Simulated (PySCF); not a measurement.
BCl2H5PbSi.
Bonds: Si1–Pb2, Pb2–B3, B3–Cl4, B3–Cl5. Hydrogens: H6, H7, H8 on Si1; H9, H10 on Pb2.

The calculation used PySCF, PBE0-D3(BJ)/def2-SVP geometry optimisation, gas phase, def2 core potentials past Kr.

**Question.** How far are the bound atoms from Pb2?

**Answer.** 4 atoms: H9 1.764 Å, H10 1.764 Å, B3 2.306 Å, Si1 2.616 Å. The nearest atom not counted as bound is H7, at 3.42 Å (others tie with it).

**Question.** List the angles at Pb2.

**Answer.** 
| angle | degrees | distance of the outer atoms (Å) |
| --- | --- | --- |
| B3–Pb2–H9 | 110.4 | 3.36 |
| B3–Pb2–H10 | 110.3 | 3.35 |
| Si1–Pb2–B3 | 110.3 | 4.04 |
| Si1–Pb2–H9 | 109.0 | 3.60 |
| Si1–Pb2–H10 | 108.9 | 3.60 |
| H9–Pb2–H10 | 107.9 | 2.85 |

**Question.** What is the shape at Pb2?

**Answer.** Tetrahedral: angles from 107.9° to 110.4°; τ4 = (360° − α − β)/141° = 0.99 with α and β the two widest (0 for a square, 1 for a tetrahedron).

**Question.** What are the other bond lengths?

**Answer.** B3–Cl4, B3–Cl5 1.745 Å; Si1–H6, Si1–H7, Si1–H8 1.494 Å.

**Question.** Give some angles away from the centre.

**Answer.** Pb2–B3–Cl4 120.7°, Cl4–B3–Cl5 118.6°.

Charge 0, singlet. No frequency check.

The values belong to the conformer `[SiH3:1][PbH2:2][B:3]([Cl:4])[Cl:5]`: Si1–Pb2–B3–Cl4 89°.
